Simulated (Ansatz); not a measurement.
# Redistribution: C2H4Br2 + C2H4I2 → CHBr2I + C3H7I

Species: C2H4Br2 (1,1-dibromoethane) `CC(Br)Br`, singlet; C2H4I2 (1,2-diiodoethane) `ICCI`, singlet; CHBr2I (dibromoiodomethane) `BrC(Br)I`, singlet; C3H7I (1-iodopropane) `CCCI`, singlet. The partners trade CH3 for I; both sit on C, so the bond types are kept.

Shapes, held fixed at every level: PBE0-D4/def2-TZVP. Flexible molecules stand in one conformer, not always the lowest. Programs: Ansatz 0.2.0. Electronic energies: no zero-point or thermal term.

| level | kind | ΔE (kJ/mol) | less CCSD(T)/def2-TZVPP | CPU time (sum over the molecules) |
| --- | --- | --- | --- | --- |
| r2SCAN-D4/def2-TZVPP | meta-GGA | +48.3 | +1.1 | 57 s |
| B3LYP-D4/def2-TZVPP | global hybrid | +45.1 | -2.1 | 57 s |
| PBE0-D4/def2-TZVPP | global hybrid | +45.5 | -1.7 | 37 s |
| wB97M-V/def2-TZVPP | range-separated hybrid | +44.1 | -3.1 | 2.3 min |
| wB97X-V/def2-TZVPP | range-separated hybrid | +44.1 | -3.1 | 92 s |
| B2PLYP/def2-TZVPP | double hybrid | +47.0 | -0.2 | 72 s |
| CCSD(T)/def2-TZVPP | coupled cluster or CI | +47.2 | 0.0 | 19 min |

The highest level, CCSD(T)/def2-TZVPP, gives ΔE = +47.2 kJ/mol; the levels span +44.1 to +48.3. The column of differences is taken from that level and isn't an error. No measured value is set beside it here. For atoms past krypton def2 sets carry core potentials with scalar relativity. Relativity is left out for Br. Outer-core shells of Br, I are correlated in most correlated rows, in sets that cover them unevenly. Times are processor times on shared x86 and Arm servers, and rough.
